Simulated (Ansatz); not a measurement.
A structure relaxed at PBE0-D4/def2-TZVP, charge 0, multiplicity 1:

| atom | x (Å) | y (Å) | z (Å) |
| --- | --- | --- | --- |
| C1 | 0.199 | 0.422 | 1.674 |
| Ge2 | 0.399 | 0.321 | -0.257 |
| C3 | -0.018 | -1.431 | -0.986 |
| C4 | -0.881 | 1.564 | -1.017 |
| N5 | -1.661 | 2.288 | -1.458 |
| H6 | 0.385 | 1.438 | 2.022 |
| H7 | 0.909 | -0.251 | 2.156 |
| H8 | -0.813 | 0.132 | 1.960 |
| H9 | 1.774 | 0.827 | -0.721 |
| H10 | -1.030 | -1.723 | -0.702 |
| H11 | 0.684 | -2.171 | -0.598 |
| H12 | 0.052 | -1.417 | -2.074 |

(1) Give its formula and SMILES.

(2) Point group (tolerance 0.08 Å, 0.16 Å for H)?

(3) Summarise the bond lengths by kind.

## Answers

(1) C3H7GeN, `[CH3][GeH]([CH3])[C]#N`.

(2) Cs.

(3) 3 × C–Ge 1.940 to 1.944 Å; 6 × C–H 1.090 to 1.091 Å; 1 × Ge–H 1.537 Å; 1 × C–N 1.152 Å.

Program: Ansatz 0.2.0.
